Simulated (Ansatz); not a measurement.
Geometry optimisation, Ansatz 0.2.0, RKS PBE/def2-SVP.

Input file:

```yaml
crystal:
  periodic: [false, false, false]
  atoms:
    - { symbol: Zr, position_ang: [0.0, 0.0, 0.0] }
    - { symbol: Cl, position_ang: [0.0, 0.0, 2.87] }
    - { symbol: "N", position_ang: [2.084, 0.0, -0.7359] }
    - { symbol: H, position_ang: [2.5823, -0.918, -0.9166] }
    - { symbol: H, position_ang: [2.5853, 0.918, -0.9082] }
    - { symbol: O, position_ang: [-0.975, 1.6891, -0.6893] }
    - { symbol: H, position_ang: [-1.9328, 1.4584, -0.9117] }
    - { symbol: O, position_ang: [-0.975, -1.6891, -0.6893] }
    - { symbol: H, position_ang: [-1.4296, -2.1548, 0.0831] }
    - { symbol: F, position_ang: [1.19, -1.8071, 0.7189] }
    - { symbol: H, position_ang: [0.8686, -1.319, 1.9315] }
basis:
  gaussian: { orbitals: def2-SVP }
hamiltonian:
  xc: pbe
relax:
  f_tol: 0.15
  max_steps: 25
  restrain:
    - { distance: [0, 9], at: 3.18, k: 30.0 }
    - { distance: [10, 1], at: 2.57, k: 30.0 }
    - { distance: [0, 1], at: 2.52, k: 30.0 }
    - { distance: [10, 9], at: 0.92, k: 30.0 }
```

Command:

```bash
$ ansatz run input.yaml --threads 4 --pin off --max-ram 5120MiB --backend cpu --events-out ev --progress --plain --runs-dir out
```

Task: Where does it end, and by what steps?

Result: The forces met the threshold. The restraints hold the end off the free minimum; the threshold counts their pulls, which the force column leaves out. Restrained pairs: Zr1–F10 (2.28 → 3.18 Å), Cl2–H11 (1.84 → 2.56 Å), Zr1–Cl2 (2.87 → 2.50 Å), F10–H11 (1.35 → 0.94 Å). After 14 steps the energy has fallen by 2.353 eV (the restraints' own energy left out); F10 moved furthest, 0.84 Å.

| step | energy less start (eV) | largest force component (eV/Å) | accepted |
| --- | --- | --- | --- |
| 0 | 0.0000 | 3.530 | yes |
| 1 | -0.3888 | 3.640 | yes |
| 2 | -0.7748 | 4.743 | yes |
| 3 | -1.4318 | 3.290 | yes |
| 4 | -2.0543 | 1.004 | yes |
| 5 | -2.1688 | 0.723 | yes |
| 6 | -2.2062 | 0.694 | yes |
| 7 | -2.2842 | 0.649 | yes |
| 8 | -2.3317 | 0.630 | yes |
| 9 | -2.3476 | 0.654 | yes |
| 10 | -2.2895 | 1.370 | no |
| 11 | -2.3508 | 0.607 | no |
| 12 | -2.3524 | 0.619 | yes |
| 13 | -2.3481 | 0.701 | no |
| 14 | -2.3534 | 0.629 | yes |

```xyz
11
Properties=species:S:1:pos:R:3
Zr -0.162 0.065 0.069
Cl -0.035 0.253 2.560
N 1.717 0.043 -0.693
H 2.339 -0.750 -0.487
H 2.205 0.719 -1.292
O -0.983 1.650 -0.653
H -1.738 2.118 -1.039
O -1.181 -1.512 -0.379
H -1.327 -2.435 -0.630
F 1.678 -2.232 1.262
H 1.484 -1.742 2.035
```

Time of the run: 30 s on 4 threads of Arm Neoverse V2, with other jobs on the host, peak memory 0.2 GiB.
